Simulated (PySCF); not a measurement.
Species: C₃H₅GaO₂.
Atom-mapped SMILES: `[CH:1]1=[CH:2][O:3][GaH2-:4][O+:5]=[CH:6]1` (hydrogens: H7 on C1; H8 on C2; H9, H10 on Ga4; H11 on C6)

Method used: PBE0-D3(BJ)/def2-SVP geometry optimisation, gas phase (PySCF 2.14.0).

Problem. List the bond lengths, angles and torsions at this level.

Solution. 
```csv
bond,length (pm),order
"C1=C2, C1–C6",139.8,double/single
"C2–O3, O5=C6",126.3,single/double
"O3–Ga4, Ga4–O5",196.4,single
C1–H7,109.0,single
"C2–H8, C6–H11",110.6,single
"Ga4–H9, Ga4–H10",156.2,single
```

Bonds in one row agree within 1 pm and their mean is given. Orders are formal, as drawn. A selection of angles:
```csv
angle,degrees
C2–C1–C6,122.9
C2–C1–H7,118.6
C1–C2–O3,127.1
C1–C2–H8,117.6
O3–C2–H8,115.3
C2–O3–Ga4,125.4
O3–Ga4–O5,92.2
O3–Ga4–H9,107.3
H9–Ga4–H10,129.6
```

Torsions: C6–C1–C2–O3 0° (synperiplanar); C1–C2–O3–Ga4 0° (synperiplanar); C2–O3–Ga4–O5 0° (synperiplanar); O3–Ga4–O5–C6 0° (synperiplanar); Ga4–O5–C6–C1 0° (synperiplanar); C2–C1–C6–O5 0° (synperiplanar).

Ga4 (gallium bonded to 2 O and 2 H) has angles from 92.2° to 129.6°. The 6 heavy atoms lie in one plane (0.000 Å rms). The 6-membered ring C1–C2–O3–Ga4–O5–C6 has internal angles of 92.2° to 127.1°; it is planar, 0.00 Å rms from its mean plane, widest ring torsion 0°.

Point group: C2v (every atom within 0.08 Å of its image). No PBE0-D3(BJ)/def2-SVP frequencies stand behind this structure, so it isn't proved a minimum.
